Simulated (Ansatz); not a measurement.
Ansatz (a first-principles code) input for Ge(H)2 cation (GeH2), SMILES [GeH2] (connectivity only; charge and spin as stated), charge +1, multiplicity 2, PBE/def2-TZVPD. Geometry optimised at ωB97X-D3(BJ)/def2-TZVPD. The spin state was assumed, not searched. The isomer is the one that the SMILES or the coordinates give; other isomers of the formula were not compared.

Ansatz 0.2 input:
```yaml
crystal:
  periodic: [false, false, false]
  atoms:
    - {symbol: Ge, position_ang: [0.00000000, 0.00000000, -0.04495904]}
    - {symbol: H, position_ang: [0.00000000, 1.34174952, 0.71934465]}
    - {symbol: H, position_ang: [0.00000000, -1.34174952, 0.71934464]}
basis:
  gaussian:
    orbitals: def2-TZVPD
hamiltonian:
  xc: {name: PBE}
total_charge: 1
magnetization: {spin_polarized: true, initial_magnetization: 1}
```

It prints:

```
WARN ansatz: RAYON_NUM_THREADS=1 ignored (pool sized by the plan → 1); use --threads N
Functional definition: PBE
integrals: 0.01 GiB planned
475 factors; their error is unknown
mean field: 0.16 GiB planned
mean field evaluation 1: about -56530.5977 eV, gradient 1.2e1 eV
mean field evaluation 2: about -56531.0107 eV, gradient 1.0e1 eV
mean field evaluation 4: about -56531.4505 eV, gradient 5.8e-1 eV
mean field evaluation 8: about -56531.4463 eV, gradient 3.1e-3 eV
mean field -56531.44633226 eV, -2077.4923343200 hartree, gradient 4.6e-5 eV, S^2 0.751522; 0 other end points of the search recorded, 0 dependent functions left out
reference -56531.44636011 eV, -2077.4923353435 hartree; 17, 16 occupied and 55, 56 virtual orbitals, 475 factors
Total energy: -56531.44636011 eV, -2077.4923353435 hartree
```

The calculation finished and met its thresholds.

Cost: roughly 1.3 core-seconds.
